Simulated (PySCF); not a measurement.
**Polarisability and C₆ of Ba⁺ (barium, charge +1)**

[Xe] 6s1, 2S determinant. Computed with PySCF 2.14 in aug-cc-pwCVTZ-X2C (11s10p8d4f, 109 functions), with the spin-free X2C one-electron Hamiltonian (Gaussian nucleus). Coupled (time-dependent) response in atomic units; α is the mean over directions.

| method | mean α (bohr³) | C₆ (like pair) | S(−4) |
| --- | --- | --- | --- |
| BHandHLYP | 127.5 | 1381 | 12740 |

S(−4) is the Cauchy moment in α(ω) = α(0) + S(−4) ω² + …

α(iu) at BHandHLYP:

```tsv
u (hartree)	α(iu) (bohr³)
0	127.5
0.0500	102.4
0.100	66.45
0.200	31.99
0.300	20.38
0.500	12.14
0.750	8.009
1.00	5.755
1.50	3.392
2.00	2.256
3.00	1.247
5.00	0.5861
```

A single London oscillator, α(iu) = α/(1 + u²/ω²), gives C₆ = (3/4) ω α². Matching the computed C₆ needs ω = 4 × 1381 / (3 × 127.5²) = 0.113 hartree.

For an ion, C₆ is the dispersion term alone; charge-induced terms of lower order in 1/R come first.

Spin-orbit coupling, which splits the p, d and f shells strongly at this Z, is absent.
